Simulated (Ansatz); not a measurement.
`C[N]=[W]([O]C)([O]C)([O]C)[O]C`: the same geometry under several functionals.

```yaml
crystal:
  periodic: [false, false, false]
  atoms:
    - {symbol: C, position_ang: [-0.516027, -2.833672, -1.189045]}
    - {symbol: N, position_ang: [-0.198766, -1.550849, -0.689253]}
    - {symbol: W, position_ang: [0.185010, 0.081279, -0.276413]}
    - {symbol: O, position_ang: [-1.485943, 0.905288, 0.238437]}
    - {symbol: C, position_ang: [-2.437262, 0.471102, 1.164232]}
    - {symbol: O, position_ang: [0.004734, 1.162540, -1.810687]}
    - {symbol: C, position_ang: [-1.009142, 1.767029, -2.548928]}
    - {symbol: O, position_ang: [0.456573, -0.167713, 1.623550]}
    - {symbol: C, position_ang: [0.713176, 0.895802, 2.495308]}
    - {symbol: O, position_ang: [2.069763, 0.323519, -0.401213]}
    - {symbol: C, position_ang: [3.157688, -0.341155, 0.165899]}
    - {symbol: H, position_ang: [-1.560378, -2.879672, -1.514845]}
    - {symbol: H, position_ang: [0.119342, -3.086714, -2.044271]}
    - {symbol: H, position_ang: [-0.364700, -3.593468, -0.414846]}
    - {symbol: H, position_ang: [-1.960877, 0.036477, 2.050828]}
    - {symbol: H, position_ang: [-3.086960, -0.293207, 0.720636]}
    - {symbol: H, position_ang: [-3.058827, 1.317456, 1.473374]}
    - {symbol: H, position_ang: [-1.327264, 1.112527, -3.368122]}
    - {symbol: H, position_ang: [-0.644155, 2.706950, -2.972857]}
    - {symbol: H, position_ang: [-1.869328, 1.972826, -1.901882]}
    - {symbol: H, position_ang: [0.792357, 0.514761, 3.517673]}
    - {symbol: H, position_ang: [1.653535, 1.404664, 2.242563]}
    - {symbol: H, position_ang: [-0.092063, 1.642216, 2.465966]}
    - {symbol: H, position_ang: [2.932575, -0.644887, 1.195322]}
    - {symbol: H, position_ang: [3.403443, -1.239566, -0.411650]}
    - {symbol: H, position_ang: [4.029194, 0.320165, 0.170120]}
basis:
  gaussian: {orbitals: def2-TZVPP}
hamiltonian: {xc: {name: B3LYP}, dispersion: d4}
output: {forces: true, orbitals: {seedname: orbitals}}
```

```sh
$ ansatz run in.yaml --threads 11 --pin off --events-out ev --progress --plain --max-ram 166912MiB --backend cuda --devices 0, --max-vram 75GiB
```

Output, abridged:

```
Functional definition: B3LYP
2924 factors; their error is unknown
mean field evaluation 1: about -16909.6323 eV, gradient 1.4e2 eV
mean field evaluation 2: about -16737.9925 eV, gradient 3.3e2 eV
mean field evaluation 4: about -16940.7541 eV, gradient 4.7e1 eV
mean field evaluation 8: about -16944.9595 eV, gradient 6.4e-1 eV
mean field evaluation 16: about -16944.9563 eV, gradient 3.9e-3 eV
mean field -16944.95627112 eV, -622.7156572597 hartree, gradient 3.8e-5 eV, S^2 0.000000; 0 other end points of the search recorded, 0 dependent functions left out
reference -16944.95673163 eV, -622.7156741831 hartree; 49, 49 occupied and 527, 527 virtual orbitals, 2924 factors
Total energy: -16946.09162191 eV, -622.7573806319 hartree
Atom 0 at    -0.516027    -2.833672    -1.189045 Å, force    -0.058536    -0.241672    -0.096558 eV/Å
Atom 1 at    -0.198766    -1.550849    -0.689253 Å, force    -0.050648    -0.215096    -0.032373 eV/Å
Atom 2 at     0.185010     0.081279    -0.276413 Å, force     0.034585     0.054433    -0.080834 eV/Å
Atom 3 at    -1.485943     0.905288     0.238437 Å, force    -0.035606     0.187453    -0.073295 eV/Å
Atom 4 at    -2.437262     0.471102     1.164232 Å, force    -0.281354    -0.079304     0.240035 eV/Å
Atom 5 at     0.004734     1.162540    -1.810687 Å, force     0.172110     0.065616    -0.093971 eV/Å
Atom 6 at    -1.009142     1.767029    -2.548928 Å, force    -0.246177     0.175723    -0.209801 eV/Å
Atom 7 at     0.456573    -0.167713     1.623550 Å, force     0.005707    -0.189295     0.118587 eV/Å
Atom 8 at     0.713176     0.895802     2.495308 Å, force     0.073616     0.250506     0.286644 eV/Å
Atom 9 at     2.069763     0.323519    -0.401213 Å, force     0.064457     0.170406    -0.111574 eV/Å
Atom 10 at     3.157688    -0.341155     0.165899 Å, force     0.314230    -0.149270     0.136176 eV/Å
Atom 11 at    -1.560378    -2.879672    -1.514845 Å, force     0.045300    -0.017852     0.008234 eV/Å
Atom 12 at     0.119342    -3.086714    -2.044271 Å, force    -0.035483    -0.008567     0.033744 eV/Å
Atom 13 at    -0.364700    -3.593468    -0.414846 Å, force    -0.012499     0.017573    -0.043978 eV/Å
Atom 14 at    -1.960877     0.036477     2.050828 Å, force    -0.048559     0.026661    -0.052469 eV/Å
Atom 15 at    -3.086960    -0.293207     0.720636 Å, force     0.027716     0.034545     0.026198 eV/Å
Atom 16 at    -3.058827     1.317456     1.473374 Å, force     0.023403    -0.049675    -0.007857 eV/Å
Atom 17 at    -1.327264     1.112527    -3.368122 Å, force     0.006539     0.036516     0.033650 eV/Å
Atom 18 at    -0.644155     2.706950    -2.972857 Å, force    -0.029315    -0.042714     0.012689 eV/Å
Atom 19 at    -1.869328     1.972826    -1.901882 Å, force     0.043307    -0.003694    -0.053264 eV/Å
Atom 20 at     0.792357     0.514761     3.517673 Å, force    -0.001292     0.031058    -0.046337 eV/Å
Atom 21 at     1.653535     1.404664     2.242563 Å, force    -0.054262    -0.023577     0.020330 eV/Å
Atom 22 at    -0.092063     1.642216     2.465966 Å, force     0.055925    -0.039441     0.009468 eV/Å
Atom 23 at     2.932575    -0.644887     1.195322 Å, force     0.027953     0.012977    -0.060822 eV/Å
Atom 24 at     3.403443    -1.239566    -0.411650 Å, force    -0.006232     0.038801     0.031864 eV/Å
Atom 25 at     4.029194     0.320165     0.170120 Å, force    -0.034885    -0.042110     0.005514 eV/Å
Dipole moment:    -0.131815    -0.222783     0.043293 e Å
```

Hardware: 11 threads of an AMD EPYC 7R13 on a shared host and a whole NVIDIA H100 80 GB. Wall time 3.4 s, peak host memory 1.3 GiB.

With the line `hamiltonian: {xc: {name: r2SCAN0}, dispersion: d4}` and no forces (abridged; 3.1 s):

```
Functional definition: r2SCAN0
mean field evaluation 16: about -16932.9741 eV, gradient 2.2e-3 eV
mean field -16932.97406896 eV, -622.2753194522 hartree, gradient 1.3e-5 eV, S^2 0.000000
Total energy: -16933.21435712 eV, -622.2841498791 hartree
```

With the line `hamiltonian: {xc: {name: PBE-QIDH}}` and no forces (abridged; 4.9 s):

```
Functional definition: PBE-QIDH
mean field evaluation 16: about -16895.4071 eV, gradient 1.4e-3 eV
mean field -16895.40711157 eV, -620.8947592318 hartree, gradient 2.1e-6 eV, S^2 0.000000
10 core orbitals not correlated: weight in the atoms' cores, before any rotation towards them, 1.000 or more for the frozen orbitals, at most 0.000 for the correlated occupied ones
second order -79.08840222 eV of doubles, -0.00000000 eV of singles
Total energy: -16921.76993322 eV, -621.8635750581 hartree
```

Changing it to `hamiltonian: {xc: pbe0, dispersion: d4}` and no forces (abridged; 2.6 s):

```
Functional definition: PBE0
mean field evaluation 16: about -16926.3393 eV, gradient 2.0e-3 eV
mean field -16926.33927827 eV, -622.0314953915 hartree, gradient 8.3e-5 eV, S^2 0.000000
Total energy: -16926.96437277 eV, -622.0544671907 hartree
```

Changing it to `hamiltonian: {xc: {name: CAM-B3LYP}, dispersion: d4}` and no forces (abridged; 3.6 s):

```
Functional definition: CAM-B3LYP
mean field evaluation 16: about -16936.1663 eV, gradient 1.1e-3 eV
mean field -16936.16627123 eV, -622.3926307219 hartree, gradient 4.7e-5 eV, S^2 0.000000
Total energy: -16936.80794241 eV, -622.4162117030 hartree
```

B3LYP takes the VWN-RPA correlation (the form of Gaussian; ORCA's B3LYP/G).
